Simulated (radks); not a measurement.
Neutral arsenic inside a hard spherical wall (all orbitals vanish at R), configuration held at [Ar] 3d10 4s2 4p3 and not refilled when levels cross. Method: scalar-relativistic Kohn-Sham, LDA (Slater exchange, VWN5 correlation), spin-polarised, spherical densities, finite nucleus; open shells are filled with parallel spins first; Fermi nuclear charge, rms radius 4.0968 fm; computed with a radial shooting solver on a logarithmic mesh with Libxc functionals. Eigenvalues in eV for spin up, with the zero of energy where the potential of the charges vanishes at infinity; a dash marks a level that is unbound or too diffuse for the functional's potential to be trusted. A positive occupied level is held by the wall or, in an anion where self-interaction has pushed it up, behind a barrier. The pressure on the wall is -dE/dV.

R (bohr)  E (hartree)  kinetic (hartree)    e(3p)    e(3d)    e(4s)   e(4p)  e(5s, empty)  e(5p, empty)  pressure (GPa)
free      -2257.80429           2300.398  -133.18  -40.711  -15.334  -5.962        -0.514             -               0
20        -2257.80429           2300.398  -133.18  -40.711  -15.334  -5.962        -0.507         0.396        < 0.0001
15        -2257.80429           2300.398  -133.18  -40.711  -15.334  -5.962        -0.461         0.683        < 0.0001
12        -2257.80428           2300.398  -133.17  -40.710  -15.333  -5.962        -0.319         1.157        0.000155
7         -2257.79890           2300.441  -132.86  -40.401  -15.098  -5.717         2.214         5.772           0.339
5         -2257.72608           2300.854  -130.89  -38.454  -13.669  -4.019        10.552        17.097            10.1
3.5       -2257.12482           2303.351  -123.67  -31.397   -7.555   3.811        40.161        51.570             199
3         -2256.30905           2306.233  -117.93  -25.818   -1.256  11.747        67.264        81.263             635
2.5       -2254.28329           2312.822  -108.14  -16.253   12.371  28.283        119.73        136.93            2380
2         -2248.48082           2330.626  -89.222    2.838   47.108  68.214        234.22        254.46           11500
